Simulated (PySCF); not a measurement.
# Pd+ (palladium, charge +1) across methods

[Kr] 4d9, 2D determinant. All numbers are calculated (PySCF 2.14, scalar relativity through the core potential, in def2-TZVPPD with the def2 core potential (28 electrons) (6s4p3d2f1g, 56 functions)).

| method | E (hartree) | mean ε 4p β (eV) | mean ε 4d α (eV) | mean ε 4d β (eV) | Σ⟨r²⟩ (bohr²) | ⟨S²⟩ |
| --- | --- | --- | --- | --- | --- | --- |
| PBE | -127.5614 | -63.153 | -14.923 | -14.229 | 33.26 | 0.755 |
| B97-3 | -127.5901 | -67.123 | -16.718 | -15.981 | 32.85 | 0.752 |
| UHF | -126.80143 | -76.985 | -21.174 | -20.091 | 32.32 | 0.756 |
| r2SCAN | -127.5884 | -64.667 | -15.109 | -14.306 | 32.88 | 0.761 |
| r2SCANh | -127.5764 | -65.948 | -15.805 | -14.981 | 32.80 | 0.760 |
| LDA | -127.2949 | -63.289 | -15.186 | -14.477 | 33.46 | 0.752 |
| BP86 | -127.6488 | -63.300 | -15.033 | -14.363 | 33.22 | 0.756 |
| PBE0 | -127.5513 | -66.843 | -16.681 | -15.907 | 32.89 | 0.754 |
| BLYP | -127.5226 | -63.161 | -14.852 | -14.197 | 33.44 | 0.753 |

Energies and moments cover only the electrons outside the core potential.
